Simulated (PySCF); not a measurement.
Ga: excitation energy

Ga [Ar] 3d10 4s2 4p1 (2P) → Ga [Ar] 3d10 4s1 4p1 5s1 (4P), as a difference of total energies. Computed with PySCF 2.14 in aug-cc-pVDZ-DK, with the spin-free X2C one-electron Hamiltonian (Gaussian nucleus). Correlated levels: valence: [Ar] 3d10 frozen. The calculations carry no spin-orbit coupling.

```
           method  excitation energy (eV)
              UHF                   7.382
    MP2 (valence)                   8.026
SCS-MP2 (valence)                   8.230
   CCSD (valence)                   8.313
CCSD(T) (valence)                   8.327
  CCSDT (valence)                   8.333
    FCI (valence)                   8.333
```

**Question.** How much does correlation contribute at CCSD(T) (valence)?

**Answer.** 8.327 − (7.382) = 0.945 eV, measured against UHF.

A first-order spin-orbit estimate (lowest level to lowest level, LS coupling) adds -0.018 eV.

The upper state lies above the first ionisation limit, but in LS coupling its spin forbids autoionisation to the ground ion. A Rydberg-like electron needs more diffuse functions than a valence basis has.

The promoted electron is Rydberg-like, and one or two diffuse shells describe it only roughly, which tends to raise the upper state.
